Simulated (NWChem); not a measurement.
# C₆H₄Cl, doublet; SMILES c1[c]cccc1Cl

```xyz
11

Cl     0.0225    -2.2352     0.0000
C     -0.0343    -0.4898     0.0000
C     -1.2883     0.1626     0.0000
C     -1.2413     1.5438     0.0000
C     -0.1061     2.3350     0.0000
C      1.1272     1.6466     0.0000
C      1.1660     0.2436     0.0000
H     -2.2221    -0.4194     0.0000
H     -0.1434     3.4352     0.0000
H      2.0708     2.2153     0.0000
H      2.1245    -0.2933     0.0000
```
Atoms are numbered in this order, from 1.

Level: PBE-D3(BJ)/def2-SVP, spin-unrestricted (NWChem), optimised geometry, unscaled harmonic frequencies. In the optimisation the excess spin sits in a' (Cs, its own frame).

List the harmonic frequencies with IR intensities, and the thermochemistry.


```tsv
frequency (cm⁻¹)	IR intensity (km/mol)
179	0.1
294	0.6
406	4.9
408	3.9
478	0.2
593	4.2
648	19.2
685	14.4
732	32.3
817	8.7
860	1.4
952	0.2
952	17.7
1029	6.1
1046	15.6
1073	39.4
1123	0.0
1213	3.5
1328	5.4
1400	10.7
1421	42.8
1532	9.9
1608	28.4
3110	3.1
3126	1.9
3127	1.2
3150	0.4
```

| Item | Value |
|---|---|
| zero-point energy | 47.6 kcal/mol |
| thermal correction to the enthalpy at 298.15 K (with zero-point energy) | 51.7 kcal/mol |
| heat capacity Cv | 21.3 cal/(mol K) |
| entropy at 298.15 K and 1 atm (symmetry number 1, electronic part: spin degeneracy alone) | 77.9 cal/(mol K) |
| dipole moment | 1.19 D |

Rigid rotor and harmonic oscillator.
